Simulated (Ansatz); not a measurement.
Four-centre ligand exchange

Start structure (GeH4BrF, closed shell), relaxed at PBE0-D4/def2-TZVP:

```
atom    x (Å)    y (Å)    z (Å)
 Ge1  -0.8877   0.4905  -0.4223
 Br2   0.4893   0.9592   1.4003
  H3  -0.3685  -0.8145  -1.0219
  H4  -2.3034   0.3661   0.1438
  H5  -0.7477   1.6815  -1.3718
  H6   1.7512  -0.9565   0.8440
  F7   2.0669  -1.7264   0.4280
```

The step: GeH₃Br ([GeH3][Br]) + HF → GeH₃F ([F][GeH3]) + HBr; bonds formed: Ge1–F7, Br2–H6; bonds broken: Ge1–Br2, H6–F7. Computed with Ansatz 0.2.0 (basis: def2-TZVPP and def2-QZVPP); correlated methods freeze the cores. Filled d shells of the heavier atoms are correlated. The def2 sets are not built for correlating such inner shells, so the correlated values are less sure here. Extrapolation: Hartree–Fock as exp(−7.88 √X), correlation as X^−2.97. Energies below are by CCSD(T) at an estimated basis limit (MP2 extrapolated from triple and quadruple zeta, plus CCSD(T) − MP2 in triple zeta).

Question: What are the electronic barrier and the energy of the step, from the start structure to the end structure? (Judge from chemistry; the value comes from the calculation.)

Answer: Computed: Barrier 1.384 eV; step energy 0.326 eV (uphill); reverse barrier, their difference, 1.058 eV. Barrier and step energy count from the start structure, the reverse barrier from the end structure.

The saddle point: One imaginary mode of 248i cm⁻¹.
| pair | start (Å) | saddle (Å) | end (Å) |
| --- | --- | --- | --- |
| Ge1–F7 | 3.79 | 2.07 | 1.76 |
| Br2–H6 | 2.36 | 1.84 | 1.43 |
| Ge1–Br2 | 2.33 | 2.76 | 4.31 |
| H6–F7 | 0.93 | 1.03 | 1.92 |

Zero-point energy (harmonic, PBE0-D4): ZPE is 0.963 eV at the start and 0.930 eV at the saddle, so the barrier goes from 1.384 to 1.351 eV.

The T1 diagnostic stays at or below 0.011. The start structure is not quite a true minimum (one mode of 32i cm⁻¹).

Labels in which every atom is bracketed show which atoms are joined, not bond orders.

For scale, one of the runs: CCSD(T)/def2-TZVPP, 183 basis functions, launched by `ansatz run in.yaml --threads 4 --pin off --events-out ev --progress --plain --max-ram 9574MiB`. The run took 72 s on 4 CPU threads of an Arm Neoverse V2 (shared host), with 2 GiB of host memory at its peak.
